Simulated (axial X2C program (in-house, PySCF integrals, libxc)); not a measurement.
Potential curves of TeSe⁺, scalar-relativistic

All values were computed with an axial X2C code built on PySCF integrals. Spin-free means the one-electron spin-free X2C Hamiltonian. Basis: Te dyall-cv3z [11s12p8d4f1g], Se dyall-cv3z [8s9p6d4f1g] (cores contracted in-house); Gaussian nuclei, density fitting, unrestricted open shells. Masses: Te 129.906 u, Se 79.917 u.

State: M_S = 1/2, Λ = 1 (beyond evenly filled blocks: π+α). Energies in eV from the fragments at the same level (Te+ + Se). Fits are polynomials in 1 − R0/R over 0.85 to 1.23 times the lowest point R0.

| R (Å) | PW91 |
| --- | --- |
| 2.1526 | -3.6680 |
| 2.2213 | -3.9154 |
| 2.2900 | -4.0142 |
| 2.3701 | -3.9904 |
| 2.4503 | -3.8587 |
| 2.5534 | -3.5843 |

The state is one determinant whose occupation by symmetry is held fixed; it was picked as the lowest of a PBE0 search that is not exhaustive. De is counted from the lowest determinant-based energies of the atoms at the same level, without counterpoise correction. The functionals have no current-density term, which raises determinants with orbital currents, atoms included. Spin-free De lacks the spin–orbit lowering of the heavy p-block atom, a tenth of an eV or more for 4p and 5p, up to an eV for 6p and one to two eV for 7p atoms, less what an open-shell molecule gains itself.

Fit the PW91 curve near its minimum: give the equilibrium distance, the harmonic wavenumber and the well depth.

At PW91, spin-free: Re = 2.314 Å, ωe ≈ 342 cm⁻¹, De = 4.02 eV to Te+ + Se; Be follows as 0.0636 cm⁻¹.
